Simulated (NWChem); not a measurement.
Program: NWChem. System: CF2, charge 0, spin multiplicity 3, at a geometry optimised with UPBE/def2-SVP. The structure started from a generated list of species. Its SCF solution wasn't tested for a lower state. Level: URI-MP2/cc-pVDZ, 3 core orbitals frozen.

Input file:

```
start mol
memory heap 200 mb stack 900 mb global 1100 mb
geometry units angstroms nocenter noautoz
  F      1.146797     0.000000    -0.164680
  C      0.000000     0.000000     0.494040
  F     -1.146797     0.000000    -0.164680
  symmetry group C2v
end
basis spherical
  * library cc-pvdz
end
basis "ri-mp2 basis" spherical
  * library cc-pvdz-ri
end
scf
  uhf
  nopen 2
  maxiter 100
  thresh 1e-7
  semidirect memsize 60000000 filesize 0
  # guess.movecs holds the orbitals of an unrestricted PBE0 run
  vectors input guess.movecs output mol.movecs
end
mp2
  freeze core 3
end
task rimp2 energy
```

Output (cleaned and shortened):

```
             Northwest Computational Chemistry Package (NWChem) 7.3.0
             --------------------------------------------------------

                                NWChem Input Module
                                -------------------

 Scaling coordinates for geometry "geometry" by  1.889725989
 (inverse scale =  0.529177249)

 Turning off AUTOSYM since
 SYMMETRY directive was detected!

                             Geometry "geometry" -> ""
                             -------------------------

 Output coordinates in angstroms (scale by  1.889725989 to convert to a.u.)

  No.       Tag          Charge          X              Y              Z
 ---- ---------------- ---------- -------------- -------------- --------------
    1 F                    9.0000     1.14679700     0.00000000    -0.16468000
    2 C                    6.0000     0.00000000     0.00000000     0.49404000
    3 F                    9.0000    -1.14679700     0.00000000    -0.16468000

 Effective nuclear repulsion energy (a.u.)      61.9021608260

            Nuclear Dipole moment (a.u.)
            ----------------------------
        X                 Y               Z
 ---------------- ---------------- ----------------
     0.0000000000     0.0000000000     0.0000000000

      Symmetry information
      --------------------

 Group name             C2v
 Group number             16
 Group order               4
 No. of unique centers     2

      Symmetry unique atoms

     1    2


 Summary of "ao basis" -> "" (spherical)
 ------------------------------------------------------------------------------
       Tag                 Description            Shells   Functions and Types
 ---------------- ------------------------------  ------  ---------------------
 *                          cc-pvdz                   on all atoms

 Summary of "ri-mp2 basis" -> "" (spherical)
 ------------------------------------------------------------------------------
       Tag                 Description            Shells   Functions and Types
 ---------------- ------------------------------  ------  ---------------------
 *                         cc-pvdz-ri                 on all atoms

 Summary of "ao basis" -> "ao basis" (spherical)
 ------------------------------------------------------------------------------
       Tag                 Description            Shells   Functions and Types
 ---------------- ------------------------------  ------  ---------------------
 F                          cc-pvdz                  6       14   3s2p1d
 C                          cc-pvdz                  6       14   3s2p1d

                                 NWChem SCF Module
                                 -----------------

  ao basis        = "ao basis"
  functions       =    42
  atoms           =     3
  alpha electrons =    13
  beta  electrons =    11
  charge          =   0.00
  wavefunction    = UHF
  use symmetry    = T
  symmetry adapt  = T

 Summary of "ao basis" -> "ao basis" (spherical)
 ------------------------------------------------------------------------------
       Tag                 Description            Shells   Functions and Types
 ---------------- ------------------------------  ------  ---------------------
 F                          cc-pvdz                  6       14   3s2p1d
 C                          cc-pvdz                  6       14   3s2p1d

      Symmetry analysis of basis
      --------------------------

        a1         17
        a2          5
[...]
    1 F    9     4.66   1.00  0.46  0.50  1.72  0.98  0.00
    2 C    6     3.69   1.00  0.45  0.34  1.38  0.43  0.09
    3 F    9     4.66   1.00  0.46  0.50  1.72  0.98  0.00

   Mulliken analysis of the beta density
   -------------------------------------

    Atom       Charge   Shell Charges
 -----------   ------   -------------------------------------------------------
    1 F    9     4.57   1.00  0.45  0.50  1.59  1.03  0.00
    2 C    6     1.85   1.00  0.22  0.07  0.37  0.10  0.09
    3 F    9     4.57   1.00  0.45  0.50  1.59  1.03  0.00

   Mulliken analysis of the spin density
   -------------------------------------

    Atom       Charge   Shell Charges
 -----------   ------   -------------------------------------------------------
    1 F    9     0.08   0.00  0.01 -0.01  0.13 -0.05  0.00
    2 C    6     1.83   0.00  0.23  0.26  1.01  0.33  0.00
    3 F    9     0.08   0.00  0.01 -0.01  0.13 -0.05  0.00

       Multipole analysis of the density wrt the origin
       ------------------------------------------------

     L   x y z        total         alpha         beta         nuclear
     -   - - -        -----         -----         ----         -------
     0   0 0 0     -0.000000    -13.000000    -11.000000     24.000000

     1   1 0 0     -0.000000     -0.000000     -0.000000      0.000000
     1   0 1 0     -0.000000     -0.000000     -0.000000      0.000000
     1   0 0 1      0.354443     -1.063736      1.418179      0.000000

     2   2 0 0    -12.603658    -49.631048    -47.508917     84.536307
     2   1 1 0      0.000000      0.000000      0.000000      0.000000
     2   1 0 1      0.000000      0.000000     -0.000000      0.000000
     2   0 2 0    -10.957478     -6.689551     -4.267927      0.000000
     2   0 1 1     -0.000000      0.000000     -0.000000      0.000000
     2   0 0 2    -10.532273    -11.323311     -6.181837      6.972875

                               NWChem RI-MP2 Module
                               --------------------

 Summary of "ri-mp2 basis" -> "ri-mp2 basis" (spherical)
 ------------------------------------------------------------------------------
       Tag                 Description            Shells   Functions and Types
 ---------------- ------------------------------  ------  ---------------------
 F                         cc-pvdz-ri               18       56   7s5p4d2f
 C                         cc-pvdz-ri               18       56   7s5p4d2f

 SCF Reference Information:
            File: './mol.movecs'
           Title: ''
    Size (AOxMO):     42 x (     42,     42)
       Total Occ:                13.00,  11.00
 RI-MP2 Calculation Information:
          Nr. of AO basis functions:         42
     Nr. of fitting basis functions:        168
               Nr. of MO spin cases:          2
        Nr. of MOs to be correlated:         39         39
     Nr. of occupied MOs correlated:         10          8
      Nr. of virtual MOs correlated:         29         31

          RI integral approximation: 'V'
    Threshold for Schwarz screening:  1.000E-09
 Smallest eigenvalue retained in fit  1.000E-08
    Type of storage for MO integrals 'EAF library'

 Transformation block size   10, requiring     1 integral passes.
 XForm_3cInts: Completed     1:   10 pass.
 Transformation block size    8, requiring     1 integral passes.
 XForm_3cInts: Completed     1:    8 pass.
 Energy evaluation using block sizes    10   10
 RIMP2_V_E2: Approx. ints. done (    1:   10,    1:   10)
 RIMP2_V_E2: Copy to B done (    1:   10,    1:   10)
 RIMP2_V_E2: Denominators done (    1:   10,    1:   10)
 RIMP2_V_E2: Completed block (    1:   10,    1:   10)
 RIMP2_V_E2: Approx. ints. done (    1:   10,    1:    8)
 RIMP2_V_E2: Copy to B done (    1:   10,    1:    8)
 RIMP2_V_E2: Denominators done (    1:   10,    1:    8)
 RIMP2_V_E2: Completed block (    1:   10,    1:    8)
 RIMP2_V_E2: Approx. ints. done (    1:    8,    1:    8)
 RIMP2_V_E2: Copy to B done (    1:    8,    1:    8)
 RIMP2_V_E2: Denominators done (    1:    8,    1:    8)
 RIMP2_V_E2: Completed block (    1:    8,    1:    8)

          -------------------------------------------
          SCF energy                -236.620926443564
          Correlation energy          -0.453512959171
          Total MP2 energy          -237.074439402735
          -------------------------------------------

 -----------------------
 Performance information
 -----------------------

 Timer overhead =  9.50D-08 seconds/call

               Nr. of calls         CPU time (s)                 Wall time (s)                GFlops
             ---------------    -------------------     ------------------------------   -------------------
Name         Min   Avg   Max    Min     Avg     Max     Min     Avg     Max   Mx/calls   Min     Max     Sum
Overall       1     1     1   0.26    0.26    0.26     0.26    0.26    0.26    0.26      0.0     0.0     0.0
3c integr     2     2     2   8.28E-2 8.28E-2 8.28E-2  8.28E-2 8.28E-2 8.28E-2 4.14E-2   0.0     0.0     0.0
Energy        1     1     1   1.42E-2 1.42E-2 1.42E-2  1.42E-2 1.42E-2 1.42E-2 1.42E-2   0.0     0.0     0.0
3c integr     2     2     2   7.93E-2 7.93E-2 7.93E-2  7.93E-2 7.93E-2 7.93E-2 3.96E-2   0.0     0.0     0.0
First 2/3     6     6     6   1.12E-3 1.12E-3 1.12E-3  1.12E-3 1.12E-3 1.12E-3 1.87E-4   0.0     0.0     0.0
Final 1/3     2     2     2   1.24E-3 1.24E-3 1.24E-3  1.24E-3 1.24E-3 1.24E-3 6.22E-4   0.0     0.0     0.0
Write 3c      2     2     2   3.71E-4 3.71E-4 3.71E-4  3.72E-4 3.72E-4 3.72E-4 1.86E-4   0.0     0.0     0.0
Read 3c i     3     3     3   3.09E-4 3.09E-4 3.09E-4  3.09E-4 3.09E-4 3.09E-4 1.03E-4   0.0     0.0     0.0
Fitting b     1     1     1   1.06E-2 1.06E-2 1.06E-2  1.06E-2 1.06E-2 1.06E-2 1.06E-2   0.0     0.0     0.0
Schwarz i     1     1     1   2.61E-3 2.61E-3 2.61E-3  2.61E-3 2.61E-3 2.61E-3 2.61E-3   0.0     0.0     0.0
Form 4ci      3     3     3   2.30E-3 2.30E-3 2.30E-3  2.30E-3 2.30E-3 2.30E-3 7.65E-4   0.0     0.0     0.0
Form A &      3     3     3   1.04E-2 1.04E-2 1.04E-2  1.04E-2 1.04E-2 1.04E-2 3.45E-3   0.0     0.0     0.0
Denominat     3     3     3   1.22E-4 1.22E-4 1.22E-4  1.22E-4 1.22E-4 1.22E-4 4.05E-5   0.0     0.0     0.0
Pair Ener     3     3     3   6.09E-4 6.09E-4 6.09E-4  6.09E-4 6.09E-4 6.09E-4 2.03E-4   0.0     0.0     0.0

 The average no. of pstat calls per process was 3.30D+01
 with a timing overhead of 3.13D-06s

 Task  times  cpu:        0.3s     wall:        0.3s

 Total times  cpu:        0.3s     wall:        0.3s
```
